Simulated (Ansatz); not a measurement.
Born–Oppenheimer molecular dynamics of AlF2H4N (8 atoms, charge 0, multiplicity 1). It starts at the highest image of a converged band, a first-order saddle point between two minima.

These are results of Ansatz 0.2.0, RKS PBE-D4/def2-mTZVP, not measurements.

| Property | Result |
| --- | --- |
| ensemble | NVE (velocity Verlet) |
| time step | 0.5 fs |
| steps asked | 200 |
| starting velocities drawn for | 300 K |
| seed | 3802 |

First frame:

```xyz
8
Properties=species:S:1:pos:R:3
Al -0.028 0.266 0.159
N -0.026 0.035 2.019
H -0.831 -0.347 2.522
H 0.829 -0.162 2.544
F 1.455 0.115 -0.582
F -1.448 -0.166 -0.598
H -0.203 1.972 0.718
H -0.163 1.411 1.554
```

(1) How far do the bonds stretch over the last three quarters of this one trajectory? (Pairs bonded in most of those frames.)

Answers

(1) 
```csv
bond,mean (Å),spread (Å),shortest,longest
Al1–N2,1.770,0.039,1.71,1.84
Al1–F5,1.663,0.041,1.59,1.74
Al1–F6,1.656,0.021,1.62,1.68
N2–H3,1.022,0.015,1.00,1.05
N2–H4,1.019,0.007,1.00,1.03
H7–H8,0.754,0.011,0.74,0.79
```

Mean temperature of the second half: 748 K. The conserved energy stayed within 0.059 meV per atom of its start (net change 0.0042 meV per atom), so the integration is sound. The kinetic energy rose, since the run started high on the potential surface and went downhill. It ends in pieces (AlF2H2N + H2), so much of that is their flight and rotation, not heat. A run of 0.1 ps of so small a system gives no equilibrium averages. The orbitals stay closed-shell, which can raise the energy where a bond breaks towards radicals; this wasn't checked here.

Time of the run: 4.1 min on 2 threads of Arm Neoverse V2, with other jobs on the host, peak memory 0.15 GiB.
